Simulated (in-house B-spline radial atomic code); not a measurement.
# Binding energies in Gd⁷⁺

NIST's tabulated ground configuration is [Kr] 4d10 4f6 5s2 5p3; each binding energy is the energy of the ion with one electron taken from that subshell, relaxed, less that of the parent. Computed with an all-electron radial atomic-structure program (B-spline basis): Dirac-Hartree-Fock, average of configuration, Fermi nucleus of rms radius 5.1569 fm. Energies include first-order Breit, QED and recoil terms.

```tsv
subshell	X-ray name	binding energy (eV)	-ε (eV)	relaxation (eV)
1s	K	50355.6	50645.0	73.7
2s	L1	8500	8565.3	40.4
3s	M1	2004.8	2028.8	19.3
3d3/2	M4	1335.8	1358.5	21.2
3d5/2	M5	1305.4	1327.1	20.8
4s	N1	504.6	511.8	6.2
4d3/2	N4	266.5	271.7	5.1
4d5/2	N5	260.8	265.7	4.9
5s	O1	145.6	146.4	0.6
5p	O2,3	118.9	119.5	0.5
4f	N6,7	114	117.5	3.6
```

Relaxation = -ε minus the binding energy without Breit, QED and recoil terms.

**Question.** What does it cost to remove both a 2s and a 3d5/2 electron?

**Answer.** 9891.2 eV, which is 85.77 eV more than the two single binding energies together.

**Question.** What does it cost to remove both a 4s and a 4f electron?

**Answer.** 646.88 eV, which is 28.28 eV more than the two single binding energies together.

**Question.** What does it cost to remove both a 3d5/2 and a 5p electron?

**Answer.** 1444.1 eV, which is 19.87 eV more than the two single binding energies together.
